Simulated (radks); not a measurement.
The numbers below are computed, except where a source is named.
Problem. All-electron atom: Zn III in [Ar] 3d10. Level of theory: non-relativistic Kohn-Sham, r2SCAN, spin-polarised, spherical densities, point nucleus; meta-GGA in the generalised Kohn-Sham scheme (a radial shooting solver on a logarithmic mesh with Libxc functionals). Some entries of the table are withheld. Estimate them.

| orbital | occ. | eigenvalue (eV) | <r^2> (bohr^2) | <1/r> (bohr^-1) |
|---|---|---|---|---|
| 1s | 2 | -9453.743 | 0.003502 | 29.50 |
| 2s | 2 | -1163.086 | (1) | 6.452 |
| 2p | 6 | -1025.625 | 0.04882 | (2) |
| 3s | 2 | -149.8269 | 0.5525 | 2.045 |
| 3p | 6 | -105.5886 | 0.6093 | 1.912 |
| 3d | 10 | -31.2782 | 0.9921 | (3) |

Solution. 
(1) 2s <r^2> (bohr^2): 0.06205
(2) 2p <1/r> (bohr^-1): 6.401
(3) 3d <1/r> (bohr^-1): 1.539
